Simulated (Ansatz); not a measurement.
Species: 3,3,3-trifluoroprop-1-yne, C3HF3, net charge 0, singlet state. 
Coordinates optimised at B3LYP-D3(BJ)/def2-TZVP (Ansatz, a program for electronic structure):
```xyz
7

C      2.3167    -0.1977     0.0087
C      1.1258    -0.0961     0.0042
C     -0.3291     0.0281    -0.0012
F     -0.8021     0.2974     1.2287
F     -0.9158    -1.1070    -0.4214
F     -0.7329     1.0187    -0.8165
H      3.3763    -0.2881     0.0127
```
Charge 0, spin multiplicity 1.

Total electronic energies in hartree. Correlated levels leave the core frozen unless marked. Spin-orbit coupling is left out. No relativistic terms. Basis-set limits of correlation are two-point, X^-3; Hartree-Fock from the larger set.

```json
[
 {"level": "HF/cc-pVDZ", "program": "Ansatz", "energy (Eh)": "-412.45280"},
 {"level": "HF/cc-pwCVTZ", "program": "Ansatz", "energy (Eh)": "-412.59036"},
 {"level": "RI-HF/aug-cc-pVTZ", "program": "Ansatz", "energy (Eh)": "-412.59353"},
 {"level": "PBE0/def2-SVP", "program": "Ansatz", "energy (Eh)": "-413.63709"},
 {"level": "CAM-B3LYP-D3(BJ)/def2-TZVPD", "program": "Ansatz + dftd3", "energy (Eh)": "-414.43235"},
 {"level": "RPA@PBE/cc-pVQZ", "program": "Ansatz", "energy (Eh)": "-414.53378"},
 {"level": "MP2/CBS(aug-cc-pVTZ,aug-cc-pVQZ)", "program": "Ansatz", "energy (Eh)": "-413.9981"},
 {"level": "CCSD/aug-cc-pVDZ", "program": "Ansatz", "energy (Eh)": "-413.48926"},
 {"level": "CCSD(T)/CBS(aug-cc-pVTZ,aug-cc-pVQZ)", "program": "Ansatz", "energy (Eh)": "-414.0415"}
]
```

Totals of different functionals don't rank their quality; only differences between species are comparable.
